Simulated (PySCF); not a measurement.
SMILES [CH3][Ge]([CH3])([CH3])[O][SiH3], GFN2-xTB optimised geometry.

```
18

Si    -1.45     1.29     0.12
O     -0.28     0.19     0.00
Ge     0.13    -1.54     0.00
C     -0.67    -2.28    -1.66
C      2.11    -1.54     0.00
C     -0.68    -2.29     1.65
H     -2.49     1.03    -0.87
H     -2.04     1.24     1.46
H     -0.75     2.55    -0.13
H     -0.43    -3.33    -1.77
H     -0.30    -1.75    -2.53
H     -1.76    -2.18    -1.64
H      2.49    -1.01    -0.87
H      2.49    -2.55    -0.02
H      2.49    -1.04     0.89
H     -1.76    -2.20     1.63
H     -0.31    -1.77     2.53
H     -0.42    -3.35     1.75
```

Density from PBE0/def2-SVP run with PySCF at that geometry.

Minimum of the electron density along straight lines between bonded atoms, close to the bond critical point (lines longer than 1.1 times the sum of covalent radii, or with two minima, are not listed):

```tsv
bond	length / Å	ρ at the minimum / e bohr⁻³	∇²ρ there / e bohr⁻⁵	position (fraction from the first atom)
Si1–O2	1.611	0.131	1.13	0.42
O2–Ge3	1.774	0.131	0.71	0.53
Ge3–C4	1.989	0.123	0.03	0.47
Ge3–C5	1.985	0.124	0.03	0.47
Ge3–C6	1.989	0.122	0.03	0.47
Si1–H7	1.468	0.117	0.32	0.49
Si1–H8	1.467	0.117	0.32	0.49
Si1–H9	1.461	0.119	0.32	0.49
C4–H10	1.086	0.272	-0.98	0.62
C4–H11	1.086	0.273	-0.99	0.63
C4–H12	1.086	0.273	-0.98	0.63
C5–H13	1.086	0.273	-0.99	0.63
C5–H14	1.086	0.272	-0.98	0.62
C5–H15	1.086	0.273	-0.99	0.63
C6–H16	1.086	0.272	-0.98	0.63
C6–H17	1.086	0.273	-0.99	0.63
C6–H18	1.086	0.272	-0.98	0.62
```
